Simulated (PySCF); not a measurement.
sulfuric acid anion (H2O4S), SMILES O=S(=O)(O)O (connectivity only; charge and spin as stated), charge -1, multiplicity 2. Atoms are numbered in the order given.

```xyz
7

O      0.2189    -1.7738    -0.6217
S      0.0000     0.0000    -0.0388
O     -1.2616    -0.1645     0.7319
O      1.2616     0.1645     0.7319
O     -0.2189     1.7738    -0.6217
H     -0.7003    -2.0649    -0.5711
H      0.7003     2.0649    -0.5711
```
Charge -1, spin multiplicity 2.

The structure is a stationary point at PBE0-D3(BJ)/def2-SVPD. The spin state was assumed, not searched. One conformer was computed; it need not be the lowest.

These are PBE0/pcH-1 run with PySCF values and carry that method's errors.

Unrestricted Kohn–Sham, ⟨S²⟩ = 0.758. Hyperfine tensors hold the contact and dipolar terms, without spin-orbit corrections.

Question: Estimate the hyperfine couplings. (The exact figures need the calculation; the answer reports its results.)

Answer: 
| nucleus | A(iso) (MHz) | A(iso) (G) | dipolar principal values (MHz) |
|---|---|---|---|
| 17O no. 1 | -92.0 | -32.8 | -93.6, 46.5, 47.1 |
| 33S no. 2 | 528.9 | 188.7 | -39.0, -28.7, 67.6 |
| 17O no. 3 | -6.3 | -2.2 | -32.2, 13.8, 18.4 |
| 17O no. 4 | -6.3 | -2.2 | -32.2, 13.8, 18.4 |
| 17O no. 5 | -92.0 | -32.8 | -93.6, 46.5, 47.1 |
| 1H no. 6 | -18.9 | -6.8 | -24.1, -5.4, 29.5 |
| 1H no. 7 | -18.9 | -6.8 | -24.1, -5.4, 29.5 |

Question: And the g tensor (effective nuclear charges for spin-orbit coupling, GIAO)? (Estimate from the structure and the level; the computed values follow.)

Answer: principal values 2.0033, 2.0033, 2.0087; isotropic 2.0051.
